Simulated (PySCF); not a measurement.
Point groups of optimised structures. Level of theory: PBE0-D3(BJ)/def2-SVP geometry optimisation, gas phase (PySCF). The symmetry is that of the one conformer found, every atom within 0.08 Å of its image; none is proved a minimum here.

What symmetry has `[CH3:1][NH:2][SiH2:3][NH:4][CH3:5]` with C1–N2–Si3–N4 147°, N2–Si3–N4–C5 145°, H–C1–N2–Si3 -20° (nearest H), H–C5–N4–Si3 -19° (nearest H)?

C2; near-prolate asymmetric top; symmetry number 2; 2 operations, which sort the 15 atoms into 8 sets; this conformer is chiral (no improper operation); dipole 1.33 D, along b, the twofold axis; A, B, C = 14225, 1662, 1580 MHz; heavy atoms equivalent by symmetry: C1/C5, N2/N4.

What symmetry has `[CH3:1][PH:2][CH3:3]` with H–C1–P2–C3 -47° (nearest H), H–C3–P2–C1 49° (nearest H)?

Cs; asymmetric top; symmetry number 1; 2 operations, which sort the 10 atoms into 6 sets; dipole 1.30 D, in the bc plane, which is the mirror; A, B, C = 15954, 6955, 5368 MHz; heavy atoms equivalent by symmetry: C1/C3.

What symmetry has `[CH3:1][C:2]1=[CH:3][SiH2:4][C:5]([C:6]([F:7])([F:8])[F:9])=[CH:10]1` with H–C1–C2–C3 1° (nearest H)?

Cs; asymmetric top; symmetry number 1; 2 operations, which sort the 17 atoms into 14 sets; dipole 3.18 D, in the ab plane, which is the mirror; heavy atoms equivalent by symmetry: F8/F9.
